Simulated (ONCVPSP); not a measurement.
## Potentials for nickel (Ni) compared

Generated with ld1.x 7.5 (TM, RRKJ, ultrasoft, PAW), atompaw 4.2 or ONCVPSP 4.0.1. The cutoff is in Ry: for ld1.x and atompaw files where the sum of valence levels is converged to 10 mRy in a Bessel basis, for ONCV files where the hardest occupied wave has 1 mHa per electron of residual kinetic energy. The error is the largest all-electron minus pseudo excitation energy over each file’s own four to seven test configurations (ionisations up to +4, promotions, holes and added fractions of an electron), all of which were solved. The labels leave out finer settings (local radius, basis sizes, second energies), which also bear on the numbers. Spin-polarised tests are not counted. The rows are a selection from randomly drawn settings: files with unsolved tests, undetermined cutoffs or missed reference levels are left out.

A true bound ghost makes a file unfit for plane-wave use even where its test errors are small: the radial tests pick states by their node count and pass the ghost by.

| potential | cutoff (Ry) | largest error (meV) | bound ghosts |
| --- | --- | --- | --- |
| ONCV, revPBE, scalar-relativistic, rc 2.40/1.00/1.20 (spd), local smoothed, core correction yes, reference 3p6 3d8 4s2, qcut 2.5/12.5/12.4, projectors 1/2/3 | 135 | +52 | s |
| ONCV, PBE, scalar-relativistic, rc 1.45/1.40/1.25 (spd), local smoothed, core correction yes, reference 3s2 3p6 3d8 4s1 4p1, qcut 8.9/10.4/13, projectors 2/2/2 | 127 | +0.5 | none |
| ONCV, LDA (Perdew-Wang 92), scalar-relativistic, rc 1.80/1.70/1.10 (spd), local d, core correction no, reference 3d8 4s1, qcut 2.9/5.9/15.5, projectors 2/3/0 | 173 | -24 | s, p |
| ONCV, LDA (Perdew-Wang 92), scalar-relativistic, rc 1.20/1.05/0.80/1.20 (spdf), local d, core correction no, reference 3s2 3p6 3d8 4s2, qcut 12.7/16.1/11.2/9.1, projectors 2/2/0/1 | 536 | -13 | none |
| ONCV, PBEsol, fully relativistic, rc 1.30/0.95/1.30 (spd), local smoothed, core correction yes, reference 3s2 3p6 3d8 4s1.5, qcut 7.2/17.4/11.7, projectors 2/2/1 | 146 | +9.9 | none |
| ONCV, LDA (Perdew-Zunger), scalar-relativistic, rc 0.80/0.90/1.25 (spd), local smoothed, core correction no, reference 3s2 3p6 3d8, qcut 8.9/14.4/10.7, projectors 2/2/2 | 633 | +26 | none |
| ONCV, revPBE, scalar-relativistic, rc 1.00/1.00/1.45 (spd), local smoothed, core correction no, reference 3s2 3p6 3d8 4s2, qcut 11.2/13.8/11.6, projectors 2/2/2 | 102 | +13 | none |

Problem. Fill in the row for Ni: ONCV, Wu-Cohen, scalar-relativistic, rc 1.10/0.85/1.50 (spd), local smoothed, core correction no, reference 3s2 3p6 3d8 4s2, qcut 13.7/8.7/8.8, projectors 2/2/2.

Solution. cutoff 116 Ry, largest error +54 meV, bound ghosts: none.

Problem. Fill in the row for Ni: ONCV, PBE, scalar-relativistic, rc 2.25/1.20/1.40 (spd), local p, core correction yes, reference 3p6 3d9 4s1, qcut 3.3/10.6/10.8, projectors 2/0/2.

Solution. cutoff 93 Ry, largest error -329 meV, bound ghosts: s.
